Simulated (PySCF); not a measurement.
Geometries of 5 isomers of C5H7BO2, from PBE0-D3(BJ)/def2-SVP geometry optimisation, gas phase (PySCF 2.14.0). One conformer each, no zero-point energy, no frequencies.

**Question.** Which isomer lies lowest at this level?
A.
```xyz
15
angstrom
C      3.061    0.148    0.000
C      1.669   -0.322   -0.034
C      0.787   -1.306   -0.183
C      0.276    0.000    0.076
C     -0.758    0.842    0.263
B     -2.208    0.341    0.221
O     -3.230    1.245    0.398
O     -2.444   -1.001    0.006
H      3.273    0.618    0.974
H      3.777   -0.667   -0.171
H      3.210    0.927   -0.764
H      0.589   -2.360   -0.367
H     -0.532    1.896    0.447
H     -4.111    0.863    0.366
H     -3.374   -1.240   -0.008
```
B.
```xyz
15
angstrom
C      2.125   -0.161    0.794
C      1.617    0.442   -0.286
B      0.399   -0.069   -1.169
O     -0.694    1.032   -1.177
C     -1.572    1.066   -0.264
C     -1.788    0.029    0.641
C     -1.131   -1.169    0.373
O     -0.238   -1.302   -0.518
H      2.983    0.237    1.347
H      1.716   -1.108    1.166
H      2.098    1.376   -0.614
H      0.648   -0.335   -2.327
H     -2.212    1.962   -0.257
H     -2.565    0.091    1.401
H     -1.411   -2.094    0.900
```
C.
```xyz
15
angstrom
C     -3.464   -0.418    0.321
C     -2.057    0.025    0.133
C     -0.978   -0.766    0.281
C      0.358   -0.330    0.082
C      1.513    0.030   -0.085
B      2.963    0.483   -0.294
O      3.260    1.799   -0.090
O      3.875   -0.459   -0.670
H     -3.526   -1.476    0.616
H     -3.968    0.188    1.093
H     -4.047   -0.283   -0.606
H     -1.893    1.071   -0.152
H     -1.117   -1.818    0.563
H      4.180    2.034   -0.237
H      4.774   -0.135   -0.779
```
D.
```xyz
15
angstrom
C     -2.504   -0.316    0.054
C     -2.152    1.075   -0.334
C     -0.904    1.555   -0.508
C      0.277    0.786   -0.342
C      1.297    0.127   -0.198
B      2.602   -0.671   -0.046
O      3.806   -0.157   -0.434
O      2.569   -1.918    0.484
H     -1.610   -0.928    0.236
H     -3.104   -0.798   -0.737
H     -3.129   -0.320    0.962
H     -2.983    1.772   -0.495
H     -0.773    2.604   -0.797
H      3.725    0.731   -0.794
H      3.453   -2.302    0.518
```
E.
```xyz
15
angstrom
C      2.592   -0.746    0.246
C      1.815    0.297   -0.069
C      0.352    0.209   -0.058
O     -0.169   -0.904    0.274
B     -1.676   -1.188    0.318
O     -2.412    0.113   -0.031
C     -1.812    1.183   -0.347
C     -0.431    1.325   -0.399
H      2.141   -1.702    0.524
H      3.681   -0.669    0.233
H      2.242    1.263   -0.350
H     -1.975   -1.500    1.457
H     -1.937   -2.014   -0.539
H     -2.469    2.034   -0.585
H      0.026    2.272   -0.678
```

**Answer.** D. That is `C/C=C\C#CB(O)O`, 5.5 kcal/mol below the next.

| SMILES | atoms numbered as above | E (Eh) | relative (kcal/mol) | relative (kJ/mol) | dipole (D) |
| --- | --- | --- | --- | --- | --- |
| C/C=C\C#CB(O)O | [CH3:1]/[CH:2]=[CH:3]\[C:4]#[C:5][B:6]([OH:7])[OH:8] | -369.40095 | 0.0 | 0.0 | 1.37 |
| C/C=C/C#CB(O)O | [CH3:1]/[CH:2]=[CH:3]/[C:4]#[C:5][B:6]([OH:7])[OH:8] | -369.39216 | 5.5 | 23.1 | 1.36 |
| CC1=CC/1=C\B(O)O | [CH3:1][C:2]1=[CH:3][C:4]/1=[CH:5]\[B:6]([OH:7])[OH:8] | -369.37210 | 18.1 | 75.8 | 2.22 |
| C=CC1=[O+][BH2-]OC=C1 | [CH2:1]=[CH:2][C:3]1=[O+:4][BH2-:5][O:6][CH:7]=[CH:8]1 | -369.36283 | 23.9 | 100.1 | 4.87 |
| C=C[B@@H-]1OC=CC=[O+]1 | [CH2:1]=[CH:2][B@@H-:3]1[O:4][CH:5]=[CH:6][CH:7]=[O+:8]1 | -369.36127 | 24.9 | 104.2 | 4.35 |

As drawn, the lowest has an O–H bond, which the highest lacks.
